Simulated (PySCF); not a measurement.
# [PbI]+ at several levels of theory

Computed with PySCF 2.14.0 (density fitting, no spin-orbit coupling) at the geometry relaxed with PBE:

```xyz
2
[PbI]+ (singlet)
Pb    0.0000    0.0000   -1.0070
I     0.0000    0.0000    1.7162
```

```csv
level,basis,state,HOMO (eV),gap (eV),charge on Pb1 (e),dipole about the centre of mass (D),largest force component (eV/Å)
PBE,"Pb def2-SVP with ECP60, I def2-SVP with ECP28",singlet,-11.99,2.76,0.89,3.35,0.01
BLYP,the same,singlet,-11.82,2.66,0.88,3.17,0.33
r2SCAN,the same,singlet,-12.24,3.11,0.94,3.75,0.20
TPSS,the same,singlet,-12.04,2.89,0.93,3.59,0.03
PBE0,the same,singlet,-12.94,4.35,0.95,3.93,0.30
PBE,"Pb x2c-SVPall, I x2c-SVPall",singlet,-11.98,2.74,0.93,3.21,0.14
```

Charges are Mulliken's, which hang on the basis. The relaxation used the grid (50, 194), these runs (75, 302) or, all-electron (x2c bases, spin-free X2C Hamiltonian), (99, 590).

Q: What does PBE with Pb def2-TZVP with ECP60, I def2-TZVP with ECP28 give here?

A: state singlet, HOMO (eV) -11.95, gap (eV) 2.76, charge on Pb1 (e) 0.95, dipole about the centre of mass (D) 3.19, largest force component (eV/Å) 0.26. Time: 6.1 s on 2 threads of Intel(R) Xeon(R) Platinum 8488C (Sapphire Rapids), with other jobs on the host, from free ions and atoms.

In the first row's basis the gap widens with exact exchange: 2.7 to 3.1 eV for BLYP, PBE, TPSS, r2SCAN (none); 4.4 eV for PBE0 (a fixed share).
